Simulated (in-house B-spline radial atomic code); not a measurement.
P6+: [He] 2s2 (2p1/2)2 (2p3/2)3

Level of theory: Dirac-Hartree-Fock, average of the jj configuration, Fermi nucleus of rms radius 3.1889 fm; calculated with a B-spline radial code for spherical atoms.

Screening seen three ways: the hydrogenic charge with the same mean radius, Z_r = [3n² - l(l+1)]/(2<r>), the one with the same energy, Z_e = n√(-2ε), and Slater's rules. Values are occupation-weighted means over j.

| shell | electrons | ε (eV) | <r> (bohr) | Z_r | Z_e | Slater |
| --- | --- | --- | --- | --- | --- | --- |
| 1s | 2 | -2318.5 | 0.1033 | 14.52 | 13.05 | 14.70 |
| 2s | 2 | -320.42 | 0.4992 | 12.02 | 9.71 | 11.20 |
| 2p | 5 | -267.94 | 0.4583 | 10.91 | 8.88 | 11.20 |

The least bound orbital is 2p3/2 at -267.9 eV, while the most diffuse is 2s1/2 (<r> = 0.4992 bohr against 0.4588 bohr): energy order and size order differ.

For the 1s electron the small component carries 0.284 % of the norm, the zero-frequency Breit interaction raises the level by 1.399 eV, self-energy by 0.6114 eV, and vacuum polarisation lowers it by 0.03921 eV.

The density falls to 0.001 bohr⁻³ at 1.537 bohr; Σ<r²> = 1.9153 bohr² gives, by the non-relativistic formula and without the paramagnetism of open shells, a Langevin diamagnetic susceptibility of -1.517×10⁻⁶ cm³/mol.
